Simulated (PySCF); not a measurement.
## C₆ coefficients of unlike pairs at PBE

Calculated with PySCF 2.14 from the dipole response of each species, C₆(A,B) = (3/π) ∫ α_A(iu) α_B(iu) du, in atomic units, from isotropic polarisabilities. For ions this is the dispersion term alone; charge-induced terms of lower order in 1/R come first.

```
species           configuration                                                                           basis      relativity  α (bohr³)  C₆ (like pair)
 Ru(2+)           [Kr] 4d6 (5D)  x2c-TZVPPall with one added diffuse shell each of s, p, d, f type (9s7p7d3f1g)   spin-free X2C      8.434           44.98
 Kr(3+)  [Ar] 3d10 4s2 4p3 (4S)       x2c-TZVPPall with one added diffuse shell each of s, p, d type (7s6p5d1f)   spin-free X2C      5.434           20.90
 Se(2+)  [Ar] 3d10 4s2 4p2 (3P)                                                          def2-TZVPPD (7s6p5d1f)            none      9.515           43.72
     Nb       [Kr] 4d4 5s1 (6D)                                     aug-cc-pwCVTZ-PP with ECP28MDF (8s8p7d4f3g)  core potential      91.09            1017
```

Task: Estimate C₆ for Se(2+) with Ru(2+).

Result: The integral gives 43.46. The combination rule 2 C_A C_B / (C_A α_B/α_A + C_B α_A/α_B) gives 43.95 and the geometric mean 44.35.

No spin-orbit coupling is included.

The other pairs:

| pair | C₆ |
| --- | --- |
| Nb, Se(2+) | 183.5 |
| Nb, Ru(2+) | 172.8 |
| Kr(3+), Ru(2+) | 30.57 |
| Se(2+), Kr(3+) | 29.74 |
| Nb, Kr(3+) | 116.2 |
